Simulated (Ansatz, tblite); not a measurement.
Forces on Al₄B₂ at its B3LYP-D4/def2-SVP geometry. Total charge 0; singlet.

The xTB rows come from tblite. The structure comes from a short search, and lower isomers may exist.

GFN1-xTB (tblite), largest force 1.21 eV/Å:

```xyz
6
positions Å, forces eV/Å
B     0.142   -0.305   -0.221   -0.197    0.059   -0.028
B    -0.700    0.803    0.462   -0.335   -0.161   -0.163
Al    2.203   -0.198    0.131    0.851    0.580    0.523
Al    0.848    1.801    1.381    1.031    0.449    0.456
Al   -2.497   -0.040   -0.313   -0.840   -0.314   -0.310
Al    0.004   -2.059   -1.440   -0.509   -0.613   -0.478
```

GFN2-xTB (tblite), largest force 0.61 eV/Å:

```
B 0.205 -0.297 -0.186
B -0.295 -0.244 -0.191
Al -0.254 0.228 0.130
Al 0.188 -0.233 -0.145
Al 0.271 0.048 0.058
Al -0.115 0.499 0.334
```

PBE-D4/def2-TZVP (Ansatz), largest force 0.28 eV/Å:

```
B -0.023 -0.011 -0.017
B -0.166 0.050 0.016
Al -0.094 0.044 0.022
Al 0.128 -0.080 -0.040
Al 0.244 -0.121 -0.057
Al -0.088 0.118 0.076
```
